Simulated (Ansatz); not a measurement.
Geometry optimisation of [Cr(H2O)4]2+ (CrO₄H₈²⁺).

```yaml
crystal:
  periodic: [false, false, false]
  atoms:
    - {symbol: Cr, position_ang: [-0.002820, -0.001620, -0.000690]}
    - {symbol: O, position_ang: [0.457880, -0.728870, 1.890110]}
    - {symbol: H, position_ang: [0.589670, -1.651720, 2.151640]}
    - {symbol: H, position_ang: [0.584830, -0.176810, 2.675600]}
    - {symbol: O, position_ang: [1.944990, 0.683080, -0.209260]}
    - {symbol: H, position_ang: [2.229060, 1.606510, -0.263570]}
    - {symbol: H, position_ang: [2.732950, 0.124890, -0.283670]}
    - {symbol: O, position_ang: [-0.474570, 0.790720, -1.857660]}
    - {symbol: H, position_ang: [-0.154480, 0.480070, -2.717040]}
    - {symbol: H, position_ang: [-1.068270, 1.539280, -2.012760]}
    - {symbol: O, position_ang: [-1.931540, -0.742290, 0.176180]}
    - {symbol: H, position_ang: [-2.636730, -0.407290, 0.747810]}
    - {symbol: H, position_ang: [-2.270960, -1.515930, -0.296700]}
basis:
  gaussian: {orbitals: def2-SVP}
total_charge: 2
magnetization: {spin_polarized: true, initial_magnetization: 4}
hamiltonian: {xc: {name: B3LYP}, dispersion: d4}
scf: {lower_state_search: "off"}
output: {orbitals: {seedname: orbitals}}
relax: {f_tol: 0.02, max_steps: 100}
```

```sh
$ ansatz run in.yaml --threads 4 --pin off --events-out ev --progress --plain --max-ram 8704MiB
```

Output, abridged:

```
Functional definition: B3LYP
mean field -36717.21423112 eV, -1349.3327351718 hartree, gradient 5.9e-6 eV, S^2 6.005843; 0 other end points of the search recorded, 0 dependent functions left out
relax step   1: F+E_penalty+E_count = -36717.50597792 eV  Δ(F+E_penalty+E_count) = +0.000e0 eV  max|allowed force component| = 6.524e-1 eV/Å  Δτ_max = 0.0000 Å  (20 SCF iters, accepted)
mean field -36717.28138271 eV, -1349.3352029473 hartree, gradient 2.2e-6 eV, S^2 6.005801; 0 other end points of the search recorded, 0 dependent functions left out
relax step   2: F+E_penalty+E_count = -36717.57419508 eV  Δ(F+E_penalty+E_count) = -6.822e-2 eV  max|allowed force component| = 6.884e-1 eV/Å  Δτ_max = 0.1946 Å  (26 SCF iters, accepted)
mean field -36717.35468481 eV, -1349.3378967500 hartree, gradient 4.6e-6 eV, S^2 6.005382; 0 other end points of the search recorded, 0 dependent functions left out
relax step   3: F+E_penalty+E_count = -36717.65009605 eV  Δ(F+E_penalty+E_count) = -7.590e-2 eV  max|allowed force component| = 4.107e-1 eV/Å  Δτ_max = 0.2000 Å  (20 SCF iters, accepted)
mean field -36717.37159782 eV, -1349.3385182915 hartree, gradient 1.8e-6 eV, S^2 6.005448; 0 other end points of the search recorded, 0 dependent functions left out
relax step   4: F+E_penalty+E_count = -36717.66955048 eV  Δ(F+E_penalty+E_count) = -1.945e-2 eV  max|allowed force component| = 4.464e-1 eV/Å  Δτ_max = 0.1547 Å  (21 SCF iters, accepted)
mean field -36717.38806692 eV, -1349.3391235199 hartree, gradient 1.4e-6 eV, S^2 6.005385; 0 other end points of the search recorded, 0 dependent functions left out
relax step   5: F+E_penalty+E_count = -36717.68508025 eV  Δ(F+E_penalty+E_count) = -1.553e-2 eV  max|allowed force component| = 1.654e-2 eV/Å  Δτ_max = 0.0628 Å  (21 SCF iters, accepted)
mean field -36717.38822628 eV, -1349.3391293761 hartree, gradient 1.5e-6 eV, S^2 6.005400; 0 other end points of the search recorded, 0 dependent functions left out
relax step   6: F+E_penalty+E_count = -36717.68519036 eV  Δ(F+E_penalty+E_count) = -1.101e-4 eV  max|allowed force component| = 7.092e-3 eV/Å  Δτ_max = 0.0222 Å  (22 SCF iters, accepted)
Total energy: -36717.68549842 eV, -1349.3500539257 hartree
Atom 0 at     0.000603     0.000464     0.000317 Å, force     0.000608     0.000132     0.000866 eV/Å
Atom 1 at     0.463472    -0.740090     1.848068 Å, force    -0.003957     0.001491     0.004779 eV/Å
Atom 2 at     0.228480    -1.620740     2.193992 Å, force     0.000939     0.003273     0.000962 eV/Å
Atom 3 at     0.950669    -0.275872     2.553564 Å, force     0.000737    -0.004377    -0.005848 eV/Å
Atom 4 at     1.906138     0.710795    -0.189197 Å, force     0.007092    -0.006139    -0.001588 eV/Å
Atom 5 at     2.168367     1.580138    -0.543723 Å, force     0.000142     0.000031     0.000268 eV/Å
Atom 6 at     2.725352     0.241040     0.053202 Å, force    -0.005980     0.005847     0.000701 eV/Å
Atom 7 at    -0.459116     0.737807    -1.848934 Å, force     0.000977    -0.001344    -0.004995 eV/Å
Atom 8 at     0.084644     0.663609    -2.654742 Å, force    -0.002259     0.002833     0.004279 eV/Å
Atom 9 at    -1.267512     1.225059    -2.092689 Å, force     0.001356    -0.000057    -0.001474 eV/Å
Atom 10 at    -1.907038    -0.705926     0.190217 Å, force    -0.002123    -0.003066     0.000741 eV/Å
Atom 11 at    -2.470447    -0.645541     0.983504 Å, force     0.001226    -0.003040    -0.003293 eV/Å
Atom 12 at    -2.423602    -1.170723    -0.493590 Å, force     0.001242     0.004416     0.004601 eV/Å
Dipole moment:    -0.004026    -0.003004    -0.000226 e Å
Checks for a lower state left out: stability, starts, cluster_reference, orbital_swaps, neighbouring_geometries, increment
```

Hardware: 4 threads of Intel Xeon 6975P-C on a shared host. Wall time 10 s.

The relaxation made no stability test and no search for a lower SCF solution.
